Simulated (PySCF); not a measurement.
Dipole moment and polarisability of `FC/C([SiH3])=C\[SiH3]`

Species: C₃H₉FSi₂.
Cartesian coordinates in Å at the GFN2-xTB level; atoms count from 1:
```
atom  x, y, z in Å
F1    -1.4675    2.0463   -0.3714
C2    -0.2698    1.4114   -0.1306
C3    -0.4512   -0.0726   -0.0806
Si4   -2.2196   -0.6795   -0.3917
C5     0.5876   -0.8725    0.1647
Si6    2.3625   -0.3285    0.4707
H7     0.1079    1.8079    0.8190
H8     0.4089    1.7099   -0.9383
H9    -3.1026   -0.1190    0.6295
H10   -2.1887   -2.1416   -0.2976
H11   -2.6360   -0.2581   -1.7288
H12    0.3903   -1.9372    0.1856
H13    2.8691    0.4009   -0.6967
H14    3.1807   -1.5179    0.7064
H15    2.4241    0.5583    1.6378
```

Level: PBE0/def2-SVPD (PySCF), static field, nuclei fixed, core orbitals frozen in the response. The polarisability tensor in these axes (au):

```
x   119.22  -3.25   9.10
y    -3.25  87.65  -1.46
z     9.10  -1.46  74.74
```

What are the eigenvalues, a third of the trace, and Δα (Δα² = ½Σ(αi − αj)² over the three pairs)?

Principal values 72.90, 87.34 and 121.37 au; mean 93.87 au = 13.91 Å³ = 15.48 × 10⁻⁴⁰ C²·m²/J; Δα = 43.10 au (46 % of the mean).

What is the dipole moment, and where does it point?

(1.17, -0.64, 0.23) D, 1.35 D in size, pointing from the negative to the positive side. Measured along this direction, the outermost atoms are H9 and H11 at the negative end and H14 at the positive end.

What are the principal values of the traceless quadrupole moment, Θ = ½Σq(3rr − r²1), about the centre of nuclear charge?

-4.75, 1.16, 3.59 D·Å. The values depend on the origin, since the dipole doesn't vanish. The electronic extent ⟨r²⟩ about the same centre is 1225 bohr², a root-mean-square distance of 2.32 Å for the 64 electrons.

Sum over states: ᾱ = Σ f/ω², ω in Eh. What share falls to these 8 lowest TDDFT singlets (eV, f)? 5.73, 0.0000; 6.21, 0.3880; 6.92, 0.0003; 7.17, 0.0077; 7.38, 0.0069; 7.48, 0.0001; 7.51, 0.0016; 7.60, 0.0023.

They add up to 7.71 au, 8.2 % of the 93.87 au; the largest single term is 7.45 au, from the state at 6.21 eV. Terms in order: 0.00, 7.45, 0.00, 0.11, 0.09, 0.00, 0.02, 0.03 au. Higher excitations give the rest. The strengths listed sum to 0.407.

What molar refraction does this α imply?

Lorentz–Lorenz: R = (4π/3)N_A α = 2.5225 cm³/(mol·Å³) × 13.91 Å³ = 35.1 cm³/mol, in the limit of long wavelengths.

In a dilute gas of rigid molecules at 400 K, how does the orientational term μ²/3kT compare with the electronic polarisability?

In Gaussian units μ²/3kT = 11.06 Å³ against 13.91 Å³, a ratio of 0.79; the Debye molar polarisation (4π/3)N_A(α + μ²/3kT) is 63.0 cm³/mol, leaving out the vibrational part.

Isolated species at its GFN2-xTB geometry (one conformer only).
